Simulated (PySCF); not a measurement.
Cl₃Sb, charge -1, multiplicity 2. Atoms are numbered in the order given.

```xyz
4

Sb     0.0000     0.0000    -0.3037
Cl     0.0000     0.0000     2.1761
Cl     0.0000    -2.6232    -0.6325
Cl     0.0000     2.6232    -0.6325
```
Charge -1, spin multiplicity 2.

The structure is a stationary point at PBE-D3(BJ)/def2-SVPD. The spin state was assumed, not searched. The isomer is the one that the SMILES or the coordinates give; other isomers of the formula were not compared. The def2 effective core potentials stand for the cores of Sb; spin–orbit coupling is left out.

Computed with PBE-D3(BJ)/def2-SVPD (PySCF).

Frequencies are harmonic and unscaled.

Computed normal modes with their intensities:
```json
[
 {"mode": "1", "ν (cm⁻¹)": "39", "IR (km/mol)": "3.6", "moving atoms (share of kinetic energy)": "Cl 79 %, Sb 21 %"},
 {"mode": "2", "ν (cm⁻¹)": "44", "IR (km/mol)": "8.7", "moving atoms (share of kinetic energy)": "Cl 58 %, Sb 42 %"},
 {"mode": "3", "ν (cm⁻¹)": "90", "IR (km/mol)": "1.0", "moving atoms (share of kinetic energy)": "Cl 95 %"},
 {"mode": "4", "ν (cm⁻¹)": "221", "IR (km/mol)": "241.7", "moving atoms (share of kinetic energy)": "Cl 60 %, Sb 40 %"},
 {"mode": "5", "ν (cm⁻¹)": "224", "IR (km/mol)": "12.0", "moving atoms (share of kinetic energy)": "Cl 98 %"},
 {"mode": "6", "ν (cm⁻¹)": "298", "IR (km/mol)": "52.9", "moving atoms (share of kinetic energy)": "Cl 77 %, Sb 23 %"}
]
```
